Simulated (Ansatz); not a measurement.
CH9NSi2 can be A, `[SiH3]CN[SiH3]`, or B, `NC([SiH3])[SiH3]`.

Isolated molecules relaxed with PBE0-D4/def2-TZVP in Ansatz; ΔE leaves out vibrations. CCSD(T)/CBS adds triple-zeta CCSD(T) − MP2 to the extrapolated MP2 energy (def2 sets, frozen cores). Functionals use def2-TZVPP. B3LYP here is the variant with VWN-RPA as its local correlation; programs differ in this. Each species was taken in one conformer, which may not be the lowest.

Task: Which is lower in electronic energy at CCSD(T)/CBS, and by how much? (Best estimate.)

Result: Computed: A, by 12.4 kcal/mol.

Task: Give E(B) − E(A) in kcal/mol with MP2/def2-TZVPP, B3LYP-D4, CCSD(T)/def2-SVP, B3LYP, PBE0-D4, B2PLYP, PBE-D4. (Best estimate.)

Result: The calculation gave: MP2/def2-TZVPP 12.9, B3LYP-D4 13.0, CCSD(T)/def2-SVP 12.0, B3LYP 13.8, PBE0-D4 11.4, B2PLYP 13.6, PBE-D4 10.3. None reverses the order clearly.

Task: Does the order hold for the free energy at 298.15 K (harmonic terms from PBE0-D4)? (Estimate.)

Result: The calculation gave: Yes: G(B) − G(A) = +12.9 kcal/mol, for one conformer each. Modes under 60 cm⁻¹, often nearly free rotors, make the harmonic entropy too high.

Largest T1 diagnostic: 0.011.

From PBE to PBE0 (25 % exact exchange), in def2-TZVPP and without D4, E(B) − E(A) moves by +0.9 kcal/mol. Leaving LDA and LC-ωPBE aside and taking each functional with its dispersion term where it has one, the values, not all of them listed here, spread over 3.7 kcal/mol, from revPBE-D4 to BHLYP-D4.
